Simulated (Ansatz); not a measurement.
A made-up structure of BSiNH₄S, singlet:

N1  (-0.615, 1.596, -0.279)
B2  (-0.267, -1.101, -1.425)
Si3  (0.625, -1.272, 0.538)
S4  (-0.199, 0.279, -0.262)
H5  (-1.081, 2.016, -1.066)
H6  (-0.475, 2.217, 0.499)
H7  (2.085, -1.533, 0.537)
H8  (-0.073, -2.203, 1.458)
(Å)

It is relaxed with PBE-D4/def2-SVP and then PBE0-D4/def2-TZVP (Ansatz 0.2.0). Atoms count as bonded within 1.22 times the sum of their covalent radii (H–H: 0.88 Å). The end point is not checked to be a true minimum.

Task: Does its bonding change? (Judge from chemistry; the calculation decides.)

Result: The calculation gives: Yes. Formed: none; broken: Si3–S4.

Where it ends: The first stage lowers the energy by 5.67 eV in 22 steps. It ends as BSiNH₄S ([NH2][S][B][SiH2]):
```csv
atom,x (Å),y (Å),z (Å)
N1,-1.1210,1.9996,-0.4709
B2,0.2249,-0.2009,0.5728
Si3,0.8202,-1.9103,0.4022
S4,-0.3495,1.3454,0.9334
H5,-1.1476,1.2859,-1.1923
H6,-0.5601,2.7756,-0.8089
H7,2.2024,-2.2189,-0.0186
H8,-0.0694,-3.0764,0.5822
```

Labels in which every atom is bracketed show which atoms are joined, not bond orders.

For scale, one of the runs: PBE0-D4/def2-TZVP relaxation, 160 basis functions, launched by `ansatz run in.yaml --threads 2 --pin off --events-out ev --progress --plain --max-ram 4352MiB`. Hardware: 2 CPU threads of an Arm Neoverse V2, shared host. Wall time about 45 s.
